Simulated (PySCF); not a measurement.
YOBr, SMILES [Br][Y]=[O].

Geometry: PBE-D3(BJ)/def2-TZVP. The def2 effective core potentials stand for the cores of Y; spin–orbit coupling is left out.

Computed with PySCF with M06-2X/def2-TZVPD.

Task: Estimate the frontier levels, gap, dipole moment and polarisability. (An estimate is asked for; the answer gives what the named calculation found.)

Result: 
```yaml
highest_occupied_level: -8.50 eV
lowest_empty_level: -2.36 eV
orbital_gap: 6.14 eV
dipole_moment: 1.639 e·Å
quadrupole, principal values (traceless, Buckingham form, about the centre of nuclear charge): -27.49, 10.18, 17.31 D·Å
mean_static_polarisability: 59.5 bohr³ (8.82 Å³)
polarisability_principal_values: 46.4, 53.2, 78.9 bohr³
```
